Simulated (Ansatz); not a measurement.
`BC#CBO` + H₂O → `OBC#CO` + BH₃ at 500 K and 1 bar (formal hydrolysis of a C–B bond).

Program: Ansatz. Geometries: PBE0-D4/def2-TZVP. ΔE: electronic, gas phase. CBS: MP2 limit from def2 TZ/QZ plus the TZ coupled-cluster correction, frozen cores. This one scheme is used for every species. One conformer a species, not always the lowest.

```tsv
species	CCSD(T)/CBS energy (Eh)	H − E (kJ/mol)	S (J/(mol·K))
`BC#CBO`	-203.26178	194.5	375.2
H₂O	-76.37941	73.2	206.3
`OBC#CO`	-253.02894	175.3	363.3
BH₃	-26.55200	86.8	208.8
```

H − E and S are ideal-gas, rigid-rotor, harmonic terms from PBE0-D4/def2-TZVP, for one conformer and one mirror image of each species. 1 Eh = 2625.50 kJ/mol, R = 8.31446 J/(mol·K).

Q: By hand: ΔE, ΔH, ΔS and ΔG.

A: ΔE = (-253.02894) + (-26.55200) − (-203.26178) − (-76.37941) = 0.06025 Eh = 158.2 kJ/mol. Δ(H − E) = 175.3 + 86.8 − 194.5 − 73.2 = -5.6, so ΔH = 152.6 kJ/mol. ΔS = 363.3 + 208.8 − 375.2 − 206.3 = -9.4 J/(mol·K). ΔG = 152.6 − 500 × (-9.4)/1000 = 157.3 kJ/mol.

Q: By hand: the equilibrium constant, and the temperature at which ΔG would vanish if ΔH and ΔS stayed fixed.

A: log₁₀ K = −ΔG/(RT ln 10) = -16.4. ΔH and −TΔS have one sign here, so there is no such temperature.

The number of gas molecules stays the same, so ΔS is small and ΔH decides. A doubt of 5 kJ/mol in ΔE shifts log₁₀ K by 0.5 here. Other conformers and mirror images would add mixing entropy, several J/(mol·K) or more a flexible species. These are equilibria of isolated gas molecules and say nothing of rates. Largest T1 diagnostic: 0.016 (customary marks: 0.02 for closed shells, 0.045 for open ones).

ΔS is within the doubt of such terms, so its sign, and with it that verdict, could turn.
